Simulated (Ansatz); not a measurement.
Job for Ansatz (a first-principles code): R-r2SCAN/def2-TZVPP on H4OSi2 (SMILES O[Si][SiH3]), a point of a torsion scan.

Ansatz 0.2 input:
```yaml
crystal:
  periodic: [false, false, false]
  atoms:
    - {symbol: O, position_ang: [2.09456488, -0.31528198, 0.29290687]}
    - {symbol: Si, position_ang: [0.64308628, -0.69407578, -0.40033372]}
    - {symbol: Si, position_ang: [1.02045974, -2.46171797, -1.80096678]}
    - {symbol: H, position_ang: [2.57237474, 0.50404353, 0.25175558]}
    - {symbol: H, position_ang: [0.71201638, -1.87391864, -3.12550553]}
    - {symbol: H, position_ang: [-0.08828161, -3.40595452, -1.55482496]}
    - {symbol: H, position_ang: [2.16769734, -3.34393657, -2.08448980]}
basis:
  gaussian:
    orbitals: def2-TZVPP
hamiltonian:
  xc: {name: r2SCAN}
scf: {lower_state_search: off}
```

Output:

```
WARN ansatz: RAYON_NUM_THREADS=1 ignored (pool sized by the plan → 1); use --threads N
Functional definition: r2SCAN
these checks for a lower state are left out or cut short: stability, starts, cluster_reference, orbital_swaps, neighbouring_geometries, increment
integrals: 0.08 GiB planned
963 factors; their error is unknown
mean field: 0.56 GiB planned
mean field evaluation 1: about -17859.2460 eV, gradient 5.9e1 eV
mean field evaluation 2: about -17811.2673 eV, gradient 1.5e2 eV
mean field evaluation 4: about -17865.0828 eV, gradient 8.1e0 eV
mean field evaluation 8: about -17865.2853 eV, gradient 2.2e-1 eV
mean field evaluation 16: about -17865.2522 eV, gradient 2.0e-4 eV
mean field -17865.25220211 eV, -656.5359089247 hartree, gradient 6.4e-6 eV, S^2 0.000000; 0 other end points of the search recorded, 0 dependent functions left out
reference -17865.25221423 eV, -656.5359093702 hartree; 20, 20 occupied and 151, 151 virtual orbitals, 963 factors
Total energy: -17865.25221423 eV, -656.5359093702 hartree
Checks for a lower state left out: stability, starts, cluster_reference, orbital_swaps, neighbouring_geometries, increment
```

The calculation finished and met its thresholds.

Cost: about 2.5 core-seconds (a rough figure).
